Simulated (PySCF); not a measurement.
**Excitation energy of Ti⁺ by level of theory**

Ti⁺ [Ar] 3d2 4s1 (4F) → Ti⁺ [Ar] 3d1 4s2 (2D), as a difference of total energies. All numbers are calculated (PySCF 2.14, scalar relativity by spin-free X2C-1e, in aug-cc-pwCVTZ-DK). Correlated levels: valence: [Ar] frozen; valence and next inner shell: [Ne] frozen; nothing frozen. The calculations carry no spin-orbit coupling.

```json
{"method": "UHF", "excitation energy (eV)": "3.811"}
{"method": "LDA", "excitation energy (eV)": "3.771"}
{"method": "PBE", "excitation energy (eV)": "3.906"}
{"method": "PBE0", "excitation energy (eV)": "3.891"}
{"method": "r2SCAN", "excitation energy (eV)": "4.466"}
{"method": "B97-3", "excitation energy (eV)": "3.429"}
{"method": "PBEsol", "excitation energy (eV)": "3.924"}
{"method": "M06-L", "excitation energy (eV)": "3.426"}
{"method": "MP2 (valence)", "excitation energy (eV)": "3.221"}
{"method": "SCS-MP2 (valence)", "excitation energy (eV)": "2.895"}
{"method": "MP2 (valence and next inner shell)", "excitation energy (eV)": "3.233"}
{"method": "SCS-MP2 (valence and next inner shell)", "excitation energy (eV)": "3.022"}
{"method": "MP2 (all electrons)", "excitation energy (eV)": "3.241"}
{"method": "SCS-MP2 (all electrons)", "excitation energy (eV)": "3.025"}
```

Question: How much does correlation contribute at MP2 (all electrons)?

Answer: 3.241 − (3.811) = -0.570 eV, measured against UHF.

Errors of the correlated levels include the incompleteness of this basis and the frozen core.

For comparison: 3.084 eV (measured; NIST levels, between the centres of gravity of the two terms).
